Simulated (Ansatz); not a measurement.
Program: Ansatz 0.2.0.

A structure relaxed at PBE0-D4/def2-TZVP, charge 0, multiplicity 1:

Cartesian coordinates in Å:
```
Cl -0.061 0.116 -2.728
Al -1.069 -0.232 -0.914
Cl -2.416 1.247 -0.261
Cl -1.519 -2.228 -0.428
As 0.865 0.188 0.740
H 2.090 -0.678 0.639
H 1.522 1.540 0.742
H 0.589 0.049 2.211
```

Q: Give its formula and SMILES.

A: AlAsCl3H3, `[Cl][Al-]([Cl])([Cl])[AsH3+]`.

Q: Point group (tolerance 0.08 Å, 0.16 Å for H)?

A: C3v.

Q: Summarise the bond lengths by kind.

A: 3 × Al–Cl 2.104 Å; 1 × Al–As 2.579 Å; 3 × As–H 1.503 Å.
